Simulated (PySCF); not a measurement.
## Spin states of Ga2

Unrestricted PBE0; PySCF, scalar-relativistic core potentials, basis sets Ga cc-pVDZ-PP with ECP10. Outer shells of the fragments: Ga 3d10 4s2 4p1; Ga 3d10 4s2 4p1.

Followed along the bond (rough minima from three points):

```json
{"2Ms+1": "3", "unpaired": "σ ↑, π ↑", "⟨S²⟩ at the start": "2.01", "R at minimum (Å)": "2.72", "Te (eV)": "0.00"}
{"2Ms+1": "3", "unpaired": "π ↑↑", "⟨S²⟩ at the start": "2.00", "R at minimum (Å)": "2.47", "Te (eV)": "0.12"}
{"2Ms+1": "1", "unpaired": "σ ↓, π ↑", "⟨S²⟩ at the start": "1.01", "R at minimum (Å)": "2.71", "Te (eV)": "0.17"}
{"2Ms+1": "1", "unpaired": "π ↑↓", "⟨S²⟩ at the start": "1.01", "R at minimum (Å)": "2.48", "Te (eV)": "0.31"}
{"2Ms+1": "1", "unpaired": "none", "⟨S²⟩ at the start": "0.00", "R at minimum (Å)": "2.52", "Te (eV)": "0.85"}
```

Solutions found at the starting distance of 2.410 Å, counted from the lowest of them; the search is not exhaustive and high or unbound solutions are not listed, so other states can lie among these:

```tsv
2Ms+1	unpaired	term	E (eV)	⟨S²⟩	⟨Lz²⟩
3	π ↑↑	³Σ⁻	0.00	2.00	0.00
3	σ ↑, π ↑	³Π	0.10	2.01	1.00
1	π ↑↓	mixed	0.19	1.01	2.01
1	σ ↓, π ↑	mixed	0.27	1.01	1.00
1	none	mixed	0.75	0.00	2.00
3	π ↑↑	mixed	2.23	2.01	2.01
3	σ ↑↑, π ↑↓	mixed	3.39	3.01	2.01
1	σ ↓↓, π ↑↑	mixed	3.74	2.00	0.00
3	σ ↑, π ↑	³Π	4.21	2.01	1.00
1	σ ↓, π ↑	mixed	4.57	1.02	1.00
```

A term symbol is given only where ⟨S²⟩ and ⟨Lz²⟩ are close to those of a pure state; real π, δ and φ orbitals otherwise mix terms, and g/u labels are left off.

Question: Compare the gap between the two lowest followed solutions at the starting distance with the gap between their minima.

Answer: At PBE0 the second solution (triplet, unpaired electrons π ↑↑) lies -0.10 eV from the first (triplet, unpaired electrons σ ↑, π ↑) at 2.410 Å and +0.12 eV at the minima; the two curves relax by different amounts, since their minima lie near 2.47 and 2.72 Å.

Spin–orbit coupling is left out. Counting both spins, an empty level lies below a filled one in some of these solutions, because spin and occupation are held.
